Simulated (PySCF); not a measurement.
Basis and Hamiltonian dependence of the excitation energy of Ni²⁺

Ni²⁺ [Ar] 3d8 (3F) → Ni²⁺ [Ar] 3d7 4s1 (5F). Calculated with PySCF 2.14 from differences of total energies of unrestricted determinants, without spin-orbit coupling. Values in eV.

| basis | Hamiltonian | functions | UHF | PBE | PBE0 | MP2 (valence) | CCSD(T) (valence) | CCSD(T) (valence and next inner shell) |
| --- | --- | --- | --- | --- | --- | --- | --- | --- |
| STO-3G | non-relativistic | 18 | -12.231 | -11.123 | -11.002 | -12.205 | n/a | n/a |
| ANO-RCC-VTZP | spin-free X2C | 59 | 5.520 | 7.108 | 6.941 | 7.182 | 6.936 | 6.953 |
| aug-cc-pVDZ | non-relativistic | 59 | 5.878 | 7.232 | 7.134 | 7.385 | 7.129 | n/a |
| x2c-TZVPPall | spin-free X2C | 64 | 5.164 | 6.748 | 6.586 | 6.776 | 6.538 | 6.560 |
| def2-TZVPPD | non-relativistic | 67 | 5.772 | 7.373 | 7.211 | 7.392 | 7.157 | 7.182 |
| x2c-TZVPPall with one added diffuse shell each of s, p, d, f type | spin-free X2C | 80 | 5.153 | 6.725 | 6.565 | 6.757 | 6.514 | 6.537 |
| aug-cc-pVTZ-DK | spin-free X2C | 93 | 5.061 | 6.546 | 6.404 | 6.674 | 6.422 | n/a |
| aug-cc-pVTZ | non-relativistic | 93 | 5.650 | 7.145 | 7.004 | 7.274 | 7.023 | n/a |
| def2-QZVPPD | non-relativistic | 100 | 5.649 | 7.169 | 7.024 | 7.281 | n/a | n/a |
| dyall-av2z | non-relativistic | 101 | 5.738 | 7.357 | 7.188 | 7.244 | 7.017 | n/a |
| x2c-QZVPPall | spin-free X2C | 108 | 5.053 | 6.571 | 6.421 | 6.703 | n/a | n/a |
| aug-cc-pVTZ with one added diffuse shell each of s, p, d, f, g type | non-relativistic | 118 | 5.650 | 7.144 | 7.003 | 7.273 | n/a | n/a |
| aug-cc-pwCVTZ-DK | spin-free X2C | 127 | 5.054 | 6.557 | 6.411 | 6.726 | n/a | n/a |
| x2c-QZVPPall with one added diffuse shell each of s, p, d, f, g type | spin-free X2C | 133 | 5.052 | 6.569 | 6.419 | 6.704 | n/a | n/a |

Frozen in the all-electron rows: valence: [Ar]; valence and next inner shell: [Ne].

At UHF, STO-3G, ANO-RCC-VTZP lie more than 0.3 eV from the median of the rows with comparable relativity. Of these, STO-3G, ANO-RCC-VTZP have no diffuse functions of the l that the added or promoted electron needs.

Non-relativistic rows lack the scalar-relativistic shift.
